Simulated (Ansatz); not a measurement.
Relaxation of Te2Pb⁺ with UKS PBE0-D4/def2-SVP.

```sh
$ ansatz run in.yaml --threads 4 --pin off --events-out ev --progress --plain --max-ram 3916MiB
```

```yaml
crystal:
  periodic: [false, false, false]
  atoms:
    - {symbol: Pb, position_ang: [-0.345020, -1.666640, 0.045660]}
    - {symbol: Te, position_ang: [1.248180, 0.588580, -0.794530]}
    - {symbol: Te, position_ang: [-0.903160, 1.078050, 0.748880]}
basis:
  gaussian: {orbitals: def2-SVP}
total_charge: 1
magnetization: {spin_polarized: true, initial_magnetization: 1}
hamiltonian: {xc: pbe0, dispersion: d4}
scf: {omitted_lower_state_checks: [starts]}
output: {orbitals: {seedname: orbitals}}
relax: {f_tol: 0.02, max_steps: 100}
```

Run time 8 s (4 threads of Arm Neoverse V2 on a shared host).

Positions (Å) and forces (eV/Å) at steps 1, 2, 3 of 3:

```xyz
3
step=1 energy=-19831.0006 eV
Pb   -0.345   -1.667    0.046   -0.087   -0.405    0.014
Te    1.248    0.589   -0.795    0.086    0.197   -0.036
Te   -0.903    1.078    0.749    0.002    0.208    0.023
3
step=2 energy=-19831.0033 eV
Pb   -0.355   -1.714    0.047    0.064    0.306   -0.009
Te    1.250    0.614   -0.793   -0.050   -0.150    0.018
Te   -0.894    1.101    0.745   -0.014   -0.156   -0.009
3
step=3 energy=-19831.0086 eV
Pb   -0.351   -1.692    0.047   -0.002   -0.008    0.000
Te    1.250    0.602   -0.794   -0.002    0.005    0.002
Te   -0.899    1.090    0.747    0.004    0.003   -0.002
```

In the def2 sets Pb, Te take a core potential; there is no spin–orbit coupling. The structure comes from a short search, and lower isomers may exist.
